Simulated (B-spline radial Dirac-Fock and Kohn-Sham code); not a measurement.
Lu²⁵⁺: eigenvalues, ΔSCF and the reference

System: Lu²⁵⁺ in the configuration [Kr] 4d10.

The density-functional columns are spherical, spin-unpolarised Dirac-Kohn-Sham results without Breit or QED terms: −ε is minus the orbital energy of the initial state and ΔSCF the difference of two total energies. The reference in the last column comes from Dirac-Fock (average of configuration) total-energy differences with a finite nucleus, the Breit interaction including its frequency dependence, and self-energy and vacuum-polarisation corrections. All numbers are from a radial B-spline solver, in eV; a selection of levels is shown. For the 1s level of heavy atoms much of the gap between ΔSCF and the reference is the Breit and QED part, -304.4 eV here; for other levels the error of the functional can be larger.

| level | LDA −ε | LDA ΔSCF | Dirac-Fock |
| --- | --- | --- | --- |
| K | 63889.0 | 64432.0 | 64140.7 |
| L1 | 11541.8 | 11656.5 | 11717.6 |
| L2 | 11056.4 | 11198.0 | 11187.8 |
| L3 | 9941.2 | 10067.1 | 10084.3 |
| M1 | 3247.9 | 3294.0 | 3344.7 |
| M2 | 3033.2 | 3081.5 | 3113.0 |
| M3 | 2794.2 | 2839.6 | 2872.6 |
| M4 | 2428.3 | 2479.8 | 2485.3 |
| M5 | 2376.2 | 2426.7 | 2434.2 |
| N1 | 1233.8 | 1258.1 | 1282.2 |
| N2 | 1144.4 | 1168.7 | 1183.7 |
| N3 | 1079.9 | 1103.1 | 1119.0 |
| N4 | 931.8 | 955.1 | 953.9 |
| N5 | 918.6 | 941.6 | 941.1 |

For the outermost level NIST gives 941 ± 4 eV (theoretical); the differences from it are LDA −ε -22.37, LDA ΔSCF +0.61, Dirac-Fock +0.06 eV.

Values without a named source are computed, but for edge energies of neutral atoms, which are taken from tables.
